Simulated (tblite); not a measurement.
Species: C5H5BrF2O.
Numbering: `[CH2:1]=[CH:2][C@@:3]1([F:4])[O:5][CH2:6][C@@:7]1([F:8])[Br:9]` (hydrogens: H10, H11 on C1; H12 on C2; H13, H14 on C6)

Computed with GFN2-xTB (tblite), gas phase: L-BFGS steps from a force-field or distance-geometry start until the largest atomic force falls under 0.01 eV/Å.

Geometry at step 7:
```
atom  x, y, z in Å
C1      2.3231   -0.5104    0.3022
C2      1.1502   -0.2787   -0.2316
C3      0.0110    0.2458    0.5761
F4      0.3014    0.2436    1.8964
O5     -0.4170    1.5155    0.0905
C6     -1.4199    0.9039   -0.7292
C7     -1.3790   -0.3195    0.1947
F8     -2.2689   -0.2362    1.2034
Br9    -1.5834   -2.1165   -0.5568
H10     3.1793   -0.8362   -0.2671
H11     2.4648   -0.3779    1.3639
H12     0.9479   -0.3439   -1.2898
H13    -2.3395    1.4694   -0.8905
H14    -0.9705    0.6406   -1.6843
```

Problem. Give the atomic forces at this geometry.

Solution. 
```
atom  Fx (eV/Å)  Fy (eV/Å)  Fz (eV/Å)
  C1      0.703     -0.169      0.327
  C2     -0.228      0.116     -0.275
  C3     -0.136     -0.103      0.000
  F4     -0.230      0.168     -0.020
  O5     -0.106      0.193     -0.012
  C6      0.122     -0.254      0.025
  C7     -0.331     -0.074     -0.032
  F8      0.000      0.040      0.037
 Br9      0.197      0.266     -0.011
 H10     -0.150      0.012     -0.006
 H11      0.095     -0.070     -0.041
 H12      0.077     -0.136     -0.004
 H13      0.131     -0.020      0.418
 H14     -0.144      0.031     -0.406
```

The largest, 0.79 eV/Å, acts on C1; the rms over all components is 0.200 eV/Å. The forces sum to zero within rounding, as they must for an isolated molecule in no field.

Problem. Give the force on C1 in Eh/bohr and in nN.

Solution. 0.794 eV/Å ÷ 51.422 = 0.01543 Eh/bohr, and 0.794 eV/Å × 1.602 = 1.27 nN.

Problem. How far is this geometry from the end of the optimisation?

Solution. 0.292 eV above it, and 0.603 Å rms away after alignment. The bonds farthest from their final lengths, with half the difference of the two atoms' forces along the bond (positive lengthens):

```csv
bond,now (Å),final (Å),force along bond (eV/Å)
C3–F4,1.352,1.371,-0.02
C7–Br9,1.959,1.939,-0.19
C3–O5,1.425,1.409,+0.13
C1=C2,1.309,1.320,+0.56
C3–C7,1.548,1.559,+0.09
C6–C7,1.534,1.527,-0.10
```

The angle farthest from its final value is C7–C6–H13, 121.7° against 113.0°.

Of the 5 listed bonds off by 0.010 Å or more, this force points towards the final length in 3.

The cost below is that of the whole relaxation. The run took 1.1 s wall on Arm Neoverse N1, one thread, no GPU (shared host).
